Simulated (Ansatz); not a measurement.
`F[SiH2]N[SiH3]` + `[AlH2][SeH]` → `[AlH2][Se][SiH3]` + `N[SiH2]F` at 600 K and 1 bar (ligand exchange at the Si–N bond).

Computed with Ansatz on PBE0-D4/def2-TZVP structures; ΔE is electronic, products minus reactants. CCSD(T)/CBS adds triple-zeta CCSD(T) − MP2 to the extrapolated MP2 energy (def2 sets, frozen cores). This one scheme is used for every species. For Se outer-core shells are correlated without core-valence functions, which leaves a few kJ/mol of doubt a bond. Scalar relativity is left out up to krypton. One conformer a species, not always the lowest.

```
           species  CCSD(T)/CBS energy (Eh)  H − E (kJ/mol)  S (J/(mol·K))
  `F[SiH2]N[SiH3]`               -736.37696           222.4          429.5
     `[AlH2][SeH]`              -2644.54675            92.3          332.5
`[AlH2][Se][SiH3]`              -2934.85173           159.9          425.1
        `N[SiH2]F`               -446.07709           163.0          343.3
```

H − E and S are ideal-gas, rigid-rotor, harmonic terms from PBE0-D4/def2-TZVP, for one conformer and one mirror image of each species. 1 Eh = 2625.50 kJ/mol, R = 8.31446 J/(mol·K).

By hand: ΔE, ΔH, ΔS and ΔG.

ΔE = (-2934.85173) + (-446.07709) − (-736.37696) − (-2644.54675) = -0.00511 Eh = -13.4 kJ/mol. Δ(H − E) = 159.9 + 163.0 − 222.4 − 92.3 = 8.2, so ΔH = -5.2 kJ/mol. ΔS = 425.1 + 343.3 − 429.5 − 332.5 = 6.4 J/(mol·K). ΔG = -5.2 − 600 × (6.4)/1000 = -9.0 kJ/mol.

By hand: the equilibrium constant, and the temperature at which ΔG would vanish if ΔH and ΔS stayed fixed.

log₁₀ K = −ΔG/(RT ln 10) = 0.8. ΔH and −TΔS have one sign here, so there is no such temperature.

TΔS isn't small against ΔH here. A doubt of 5 kJ/mol in ΔE shifts log₁₀ K by 0.4 here. Other conformers and mirror images would add mixing entropy, several J/(mol·K) or more a flexible species. These are equilibria of isolated gas molecules and say nothing of rates. Largest T1 diagnostic: 0.011 (customary marks: 0.02 for closed shells, 0.045 for open ones).

ΔS is within the doubt of such terms, so its sign, and with it that verdict, could turn.
